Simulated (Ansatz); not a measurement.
`OC[SiH2]F` + `O=CB[TeH]` → `OC[SiH2][TeH]` + `O=CBF`  (redistribution)

Isolated molecules relaxed with PBE0-D4/def2-TZVP in Ansatz; ΔE leaves out vibrations. CBS: MP2 limit from def2 TZ/QZ plus the TZ coupled-cluster correction, frozen cores. Functionals use def2-TZVPP. def2 core potentials past Kr. For Te outer-core shells are correlated without core-valence functions, which leaves a few kJ/mol of doubt a bond. One conformer a species, not always the lowest.

`OC[SiH2]F`:

Z-matrix (Å, degrees):
```
C
Si 1 1.876
O 1 1.422 2 111.4
H 1 1.095 2 109.6 3 -117.9
H 1 1.100 2 111.0 3 125.2
F 2 1.608 1 106.2 3 -54.9
H 2 1.486 1 112.2 3 -172.8
H 2 1.482 1 111.8 3 61.8
H 3 0.961 1 108.4 2 58.0
```

`O=CB[TeH]`:

```xyz
7

O    -0.738   -0.056   -1.763
C    -0.435   -0.633   -0.744
B     0.766   -0.200    0.177
Te    0.593    1.414    1.505
H    -1.023   -1.531   -0.428
H     1.800   -0.793    0.177
H    -0.963    1.799    1.076
```

`OC[SiH2][TeH]`:

Cartesian coordinates in Å:
```
O 1.473 1.280 0.042
C 0.812 0.227 0.716
Si -0.923 -0.147 0.057
Te -0.967 -0.857 -2.330
H 0.919 2.064 0.073
H 1.441 -0.660 0.602
H 0.740 0.416 1.799
H -1.718 1.114 0.073
H -1.577 -1.157 0.932
H -0.199 -2.281 -1.965
```

`O=CBF`:

Z-matrix (Å, degrees):
```
C
B 1 1.604
O 1 1.208 2 121.2
H 1 1.115 2 119.2 3 -180.0
F 2 1.315 1 117.7 3 -180.0
H 2 1.194 1 122.6 3 0.0
```

```csv
level,ΔE (kJ/mol)
PBE-D4,16.9
ωB97M-V,11.1
PBE0,13.6
HF/def2-TZVPP,7.2
MP2/def2-TZVPP,19.3
HF/def2-QZVPP,8.7
MP2/def2-QZVPP,20.3
CCSD/CBS(def2),16.6
```

Problem. What does CCSD(T)/CBS give? (Estimate.)

Solution. Computed: +18.6 kJ/mol. The listed levels differ from it by -1.7, -7.5, -5.0, -11.4, 0.7, -9.9, 1.7, -2.0 kJ/mol.

Largest T1 diagnostic among the species: 0.017.

In def2-TZVPP, CCSD(T) changes the Hartree–Fock value by +10.5 kJ/mol (the triples alone add +2.0 kJ/mol) and MP2 by +12.1 kJ/mol. From PBE to PBE0 (25 % exact exchange), in def2-TZVPP and without D4, ΔE moves by −4.3 kJ/mol.
